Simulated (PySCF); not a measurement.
Adding and removing an electron: NaI

B2PLYP; PySCF, scalar-relativistic core potentials, basis sets Na def2-SVPD, I def2-SVPD with ECP28. Neutral (UKS): singlet (closed shell), Re = 2.750 Å, ωe = 247 cm⁻¹, De = 3.25 eV, HOMO -6.70 eV, LUMO -1.39 eV.

NaI⁻ (UKS): doublet (σ ↑), Re = 2.985 Å, ωe = 162 cm⁻¹, De = 0.84 eV to Na + I⁻. The energies at the minima are -459.61460 hartree for NaI and -459.64501 for NaI⁻.

**Question.** Work out the adiabatic electron affinity, without and with harmonic zero-point energies (1 hartree = 27.2114 eV, 1 eV = 8065.5 cm⁻¹), and the change of the bond length.

**Answer.** At B2PLYP: 0.03041 hartree = 0.827 eV between the minima; the zero-point term (247.0 − 162.0)/2 cm⁻¹ = +0.005 eV makes it 0.833 eV. Re changes by +23.5 pm against the neutral. The electron enters a σ orbital; in so polar a molecule the change of length follows mostly from the change of the ionic charges.

Correlated steps freeze 5 core orbitals. Spin–orbit coupling is left out, which matters for elements this heavy, above all for dissociation energies. For an ion De counts to the pair picked by the measured ionisation energies or electron affinities, which need not be the lowest pair at this level. B2PLYP dipoles, levels and charges come from its SCF part alone. States were picked by a PBE0 search and need not be the measured ground states.
